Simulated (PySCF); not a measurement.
How methods differ on the ionisation energy of Cr⁺

Cr⁺ [Ar] 3d5 (6S) → Cr²⁺ [Ar] 3d4 (5D), as a difference of total energies. Computed with PySCF 2.14 in jorge-DZP-DKH (8s6p2d1f, 43 functions), with scalar relativity by spin-free X2C-1e. Correlated levels: valence: [Ar] frozen. The calculations carry no spin-orbit coupling.

```tsv
method	ionisation energy (eV)
UHF	15.062
r2SCAN	16.896
LDA	17.536
MP2 (valence)	15.793
SCS-MP2 (valence)	15.305
```

Task: How much does correlation contribute at MP2 (valence)?

Result: 15.793 − (15.062) = 0.731 eV, measured against UHF.

The reference lies between the lowest fine-structure levels, while these numbers refer to the centres of the terms.

Errors of the correlated levels include the incompleteness of this basis and the frozen core.

For comparison: 16.486 eV (measured; NIST Atomic Spectra Database, ionization energies).
